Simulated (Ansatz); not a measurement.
Cl$_{2}$H$_{2}$MoO$_{3}$, SMILES `[O]=[Mo]([OH])([OH])([Cl])[Cl]`. The species carries charge 0 and has multiplicity 1. Correlated methods include outer-core shells of Mo, which these sets cover unevenly. Mo: def2 effective core potential.

```xyz
8

O    -0.384    1.260   -1.511
Mo    0.017    0.406   -0.161
O     1.640   -0.314   -0.694
O    -1.617    0.382    0.714
Cl   -0.516   -1.924   -0.241
Cl    0.964    1.821    1.329
H     1.897   -1.232   -0.561
H    -2.002   -0.398    1.125
```

(1) Give the diagnostics of a CCSD(T)/def2-TZVPP run (frozen core, Ansatz). (Best estimate.)

Answers

(1) Computed: T1 = 0.0244, largest single amplitude 0.096, largest double 0.052, (T) share of the correlation energy 5.6 %, 15 CCSD cycles. The RHF solution is stable towards an unrestricted one. T1 lies over the customary mark of 0.02 for closed shells; compounds of d metals often pass it without a breakdown.
